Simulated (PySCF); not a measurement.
## ORD: `C#CC=C=C(C#C)C(F)(F)F`, C8H3F3

Molfile (atoms numbered from 1):
```
C8H3F3
     RDKit          3D

 14 13  0  0  0  0  0  0  0  0999 V2000
    3.4903   -0.9987    1.0439 C   0  0  0  0  0  0  0  0  0  0  0  0
    2.5399   -0.9896    0.2913 C   0  0  0  0  0  0  0  0  0  0  0  0
    1.4431   -0.9993   -0.6155 C   0  0  0  0  0  0  0  0  0  0  0  0
    0.3077   -0.3716   -0.4108 C   0  0  0  0  0  0  0  0  0  0  0  0
   -0.8319    0.2591   -0.2146 C   0  0  0  0  0  0  0  0  0  0  0  0
   -1.0642    1.6000   -0.6414 C   0  0  0  0  0  0  0  0  0  0  0  0
   -1.2912    2.7363   -0.9952 C   0  0  0  0  0  0  0  0  0  0  0  0
   -1.9753   -0.4427    0.4986 C   0  0  0  0  0  0  0  0  0  0  0  0
   -1.6487   -1.6857    0.8355 F   0  0  0  0  0  0  0  0  0  0  0  0
   -3.0543   -0.4943   -0.2797 F   0  0  0  0  0  0  0  0  0  0  0  0
   -2.3109    0.2140    1.6077 F   0  0  0  0  0  0  0  0  0  0  0  0
    4.3273   -1.0011    1.7178 H   0  0  0  0  0  0  0  0  0  0  0  0
    1.5569   -1.5733   -1.5469 H   0  0  0  0  0  0  0  0  0  0  0  0
   -1.4905    3.7439   -1.3109 H   0  0  0  0  0  0  0  0  0  0  0  0
  1  2  3  0
  2  3  1  0
  3  4  2  0
  4  5  2  0
  5  6  1  0
  6  7  3  0
  5  8  1  0
  8  9  1  0
  8 10  1  0
  8 11  1  0
  1 12  1  0
  3 13  1  0
  7 14  1  0
M  END
```

Method used: TDDFT CAM-B3LYP/aug-cc-pVDZ circular dichroism and optical rotation, one conformer, gas phase (PySCF 2.14.0). Geometry: PBE0-D3(BJ)/def2-SVP.

No stereocentre is labelled: unless the shape is locked (an allene, a helicene, a hindered biaryl), the mirror image is equally populated and a measured rotation or CD is zero.

Q: What is the specific rotation at 633, 589.3, 546, 436, 405, 365, 355 nm?

A: [α] in deg dm⁻¹ (g/mL)⁻¹:
| λ (nm) | origin-invariant length gauge | modified velocity gauge | length gauge (centre of mass) | isotropic polarisability (au) |
| --- | --- | --- | --- | --- |
| 633 | +280.5 | +277.4 | +281.4 | 111.0 |
| 589.3 | +333.4 | +329.7 | +334.4 | 111.9 |
| 546 | +403.1 | +398.7 | +404.3 | 113.0 |
| 436 | +740.3 | +732.4 | +742.4 | 118.0 |
| 405 | +923.8 | +914.0 | +926.3 | 120.5 |
| 365 | +1297.7 | +1284.3 | +1301.1 | 125.2 |
| 355 | +1431.0 | +1416.3 | +1434.7 | 126.8 |

Q: And for the mirror image at 589.3 nm?

A: -333.4 deg dm⁻¹ (g/mL)⁻¹ (origin-invariant length gauge): the same size and the opposite sign.

Q: What is the molar rotation [Φ] = [α]·M/100 of the geometry above at 589.3 nm?

A: With M = 156.11 g/mol, +520.4 deg cm² dmol⁻¹ (origin-invariant length gauge).

The first excitation lies at 4.90 eV (253 nm) with R = -1.2 × 10⁻⁴⁰ esu² cm² (velocity form).
